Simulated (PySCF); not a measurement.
Compound: Ge3H10OSi.
SMILES: `[GeH3][O][SiH2][GeH2][GeH3]`

A linear-response calculation (PySCF, def2-SVPD basis, gas phase, vertical, core orbitals frozen in the response) gave these numbers; the functional is withheld.

Orbital energies (eV): HOMO-3 -10.62, HOMO-2 -10.03, HOMO-1 -9.54, HOMO -8.68, LUMO 0.26, LUMO+1 0.68, LUMO+2 0.79.

```json
{"state": "S1", "E (eV)": "5.92", "f": "0.033", "main configurations (H = HOMO, L = LUMO)": "H→L (84%)"}
{"state": "S2", "E (eV)": "6.71", "f": "0.084", "main configurations (H = HOMO, L = LUMO)": "H→L+1 (35%), H→L+4 (26%), H→L+3 (17%)"}
{"state": "S3", "E (eV)": "6.77", "f": "0.134", "main configurations (H = HOMO, L = LUMO)": "H→L+2 (85%)"}
{"state": "S4", "E (eV)": "6.93", "f": "0.053", "main configurations (H = HOMO, L = LUMO)": "H-1→L (42%), H→L+4 (21%), H→L+1 (13%)"}
{"state": "S5", "E (eV)": "6.95", "f": "0.0035", "main configurations (H = HOMO, L = LUMO)": "H-2→L (77%), H-1→L (9%)"}
{"state": "S6", "E (eV)": "7.13", "f": "0.019", "main configurations (H = HOMO, L = LUMO)": "H-1→L (31%), H→L+4 (22%), H→L+1 (21%)"}
```

Triplets, Tamm–Dancoff:

| state | E (eV) | λ (nm) | main configurations (H = HOMO, L = LUMO) |
| --- | --- | --- | --- |
| T1 | 5.41 | 229.2 | H→L (81%) |
| T2 | 5.99 | 206.9 | H→L+2 (36%), H→L+4 (20%), H→L+1 (15%) |
| T3 | 6.31 | 196.6 | H→L+3 (41%), H→L+2 (22%) |
| T4 | 6.40 | 193.6 | H→L+4 (48%), H→L+3 (13%) |

Vertical ionisation energy by ΔSCF with the same functional: 9.30 eV. Mean static polarisability: 128.5 au.

Problem. Name the functional.
A. PBE
B. CAM-B3LYP
C. HF
D. B3LYP

Solution. B. CAM-B3LYP is range-separated, 19% exact exchange at short range and 65% at long range (ω = 0.33 bohr⁻¹). In this run −ε(HOMO) = 8.68 eV differs from the ΔSCF value by -0.63 eV, and S1 differs from the orbital gap of 8.94 eV by -3.02 eV. The ratio −ε(HOMO)/IP is 0.93. Small neutral molecules mostly give 0.85 to 0.93 with CAM-B3LYP, 0.5 to 0.7 with PBE, 0.67 to 0.83 with B3LYP; with Hartree–Fock the ratio is 1 or more (Koopmans' value less the relaxation energy is the ΔSCF value). The other options: PBE, a GGA without exact exchange; HF, time-dependent Hartree–Fock, 100% exact exchange; B3LYP, a global hybrid with 20% exact exchange.

Computed with TDDFT CAM-B3LYP/def2-SVPD, vertical, gas phase, core orbitals frozen in the response (PySCF). Geometry: PBE0-D3(BJ)/def2-SVP, one conformer, isolated molecule. Relativistic effects, spin–orbit coupling among them, are left out although an element past zinc is present.

The values belong to the conformer `[GeH3:1][O:2][SiH2:3][GeH2:4][GeH3:5]`: Ge1–O2–Si3–Ge4 -56°, O2–Si3–Ge4–Ge5 -40°.

Without π bonds the low states are Rydberg-like; a valence basis with one diffuse set may place them up to an eV too high.
